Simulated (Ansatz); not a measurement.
The same path of C2H9BClN (14 atoms, charge 0, multiplicity 1) was run twice with different band settings. Lost on the way: B1–Cl2, N11–H14. Made: Cl2–H14.

Theory: RKS r2SCAN/def2-SVP (Ansatz).

Relaxed end points:

```xyz
14
Properties=species:S:1:pos:R:3
B 0.026 0.249 0.150
Cl 0.041 -0.638 1.831
C 1.376 -0.013 -0.675
H 1.431 -1.073 -0.974
H 1.423 0.578 -1.610
H 2.293 0.196 -0.096
C -1.359 0.029 -0.627
H -1.458 -1.029 -0.921
H -2.249 0.267 -0.017
H -1.420 0.620 -1.561
N 0.058 1.830 0.643
H 0.897 2.005 1.202
H 0.051 2.478 -0.149
H -0.754 2.027 1.235
```

```xyz
14
Properties=species:S:1:pos:R:3
B 0.061 0.753 -0.423
Cl -0.223 -0.379 2.847
C 1.410 0.057 -0.846
H 1.367 -1.029 -0.649
H 1.555 0.154 -1.937
H 2.309 0.457 -0.350
C -1.336 0.236 -0.938
H -1.553 -0.740 -0.465
H -2.184 0.904 -0.713
H -1.325 0.045 -2.024
N 0.102 1.840 0.493
H 0.974 2.264 0.795
H -0.714 2.405 0.708
H -0.085 0.562 1.936
```

Common settings: spring 5.0 eV/Å²; optimiser quadratic models (default); start path through a guess of the saddle point; force threshold 0.05 eV/Å; iteration limit 60; end points relaxed.

| run | movable images | climbing image |
| --- | --- | --- |
| 1 | 7 | yes |
| 2 | 6 | no |

(1) What does each run give, and how far can it be trusted?

## Answers

(1) Run 1: converged after 13 iterations, highest image 0.905 eV above the first end. A vibrational analysis at the climbing image gives one clearly imaginary mode, 679i cm⁻¹: a first-order saddle point.
Run 2: converged after 15 iterations, highest image 0.697 eV above the first end. No image climbed, so the highest image needn't sit at the top of the path.
The orbitals stay closed-shell, which can raise the energy where a bond breaks towards radicals; this wasn't checked here.
